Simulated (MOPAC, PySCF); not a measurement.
System: BeF2, singlet: symmetric bend, bond length relaxed. Scanned: F-Be-F angle. Other coordinates (Be-F bond length) were minimised at PBE0/def2-TZVP. Each profile is relative to its own lowest point.

```json
[
 {"a / °": "180", "A": "0.0", "B": "0.0", "C": "0.0"},
 {"a / °": "170", "A": "1.2", "B": "2.1", "C": "2.2"},
 {"a / °": "160", "A": "5.0", "B": "8.5", "C": "9.0"},
 {"a / °": "150", "A": "11.6", "B": "19.5", "C": "20.9"},
 {"a / °": "140", "A": "21.3", "B": "35.9", "C": "38.8"},
 {"a / °": "130", "A": "34.6", "B": "58.5", "C": "63.9"},
 {"a / °": "120", "A": "52.7", "B": "89.2", "C": "98.2"},
 {"a / °": "110", "A": "77.1", "B": "130.7", "C": "145.0"},
 {"a / °": "100", "A": "111.0", "B": "187.1", "C": "209.9"},
 {"a / °": "90", "A": "160.0", "B": "266.2", "C": "301.5"}
]
```

Energies in kJ/mol.

### Question
Match the curves with the methods MOPAC with AM1, restricted, heats of formation; PBE/cc-pVTZ (PySCF 2.14.0); RHF/cc-pVTZ (PySCF 2.14.0).

### Answer
A is AM1; B is PBE; C is RHF.

The scan ran from 180.0 to 80.0; beyond the range shown the relaxed coordinates jump or full CI changes its symmetry label.
